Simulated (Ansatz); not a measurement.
Reaction (cleavage of the Si–Al bond): `[NH2][Al]([NH2])[SiH2][SiH3]` + H₂Te → `[SiH3][SiH2][TeH]` + `[NH2][AlH][NH2]`

Computed with Ansatz on PBE0-D4/def2-TZVP structures; ΔE is electronic, products minus reactants. CCSD(T)/CBS is the MP2 limit (def2-TZVPP, def2-QZVPP) plus CCSD(T) − MP2 in def2-TZVPP, frozen cores. This one scheme is used for every species. DFT in def2-TZVPP. Elements past krypton have def2 core potentials. For Te outer-core shells are correlated without core-valence functions, which leaves a few kJ/mol of doubt a bond. One conformer a species, not always the lowest.

```csv
level,ΔE (eV)
LDA (SPW92),-0.34
HF/def2-TZVPP,-0.54
```

**Question.** What does CCSD(T)/CBS give? (Best estimate.)

**Answer.** Ansatz gave: -0.49 eV. The listed levels differ from it by 0.15, -0.05 eV.

**Question.** What do rigid-rotor, harmonic-oscillator terms from PBE0-D4/def2-TZVP frequencies (298.15 K, 1 bar) make of the CCSD(T)/CBS value? (An estimate is asked.)

**Answer.** The calculation gave: ΔZPE = +0.03 eV, ΔH = -0.49 eV, ΔS = -2 J/(mol·K), ΔG = -0.48 eV. Modes under 50 cm⁻¹ make the entropy rough.

Largest T1 diagnostic among the species: 0.012.

Leaving LDA and LC-ωPBE aside and taking each functional with its dispersion term where it has one, the values, not all of them listed here, spread over 0.14 eV, from BHLYP-D4 to PBE-D4. From PBE to PBE0 (25 % exact exchange), in def2-TZVPP and without D4, ΔE moves by −0.04 eV. At CCSD(T), def2-SVP lies +0.14 eV from the extrapolated value and def2-TZVPP +0.09 eV.
